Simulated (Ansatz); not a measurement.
Job for Ansatz (an electronic-structure program): R-B3LYP/def2-TZVPP on CdH2OSe (SMILES [OH][Cd][SeH]), a point of a bond scan (R = 1.473 Å). Elements past Kr take the def2 small-core potentials; no spin–orbit coupling.

Ansatz 0.2 input:
```yaml
crystal:
  periodic: [false, false, false]
  atoms:
    - {symbol: Cd, position_ang: [0.43542349, -0.58659809, -0.10571507]}
    - {symbol: O, position_ang: [1.50138246, -2.22921268, -0.45382337]}
    - {symbol: H, position_ang: [2.37931999, -2.19685356, -0.05914469]}
    - {symbol: Se, position_ang: [-0.99187593, 1.39292813, 0.21517457]}
    - {symbol: H, position_ang: [-1.56692515, 0.82770682, 1.44811989]}
basis:
  gaussian:
    orbitals: def2-TZVPP
    pivot_positions_ang: [[0.43542349, -0.58659809, -0.10571507], [1.50138246, -2.22921268, -0.45382337], [2.37931999, -2.19685356, -0.05914469], [-0.99187593, 1.39292813, 0.21517457], [-1.56692515, 0.82770682, 1.44811989]]
hamiltonian:
  xc: {name: B3LYP}
scf: {lower_state_search: off}
output: {orbitals: {seedname: ./end}}
```

Task: Predict the final total energy.

Result: -2645.9171 hartree.
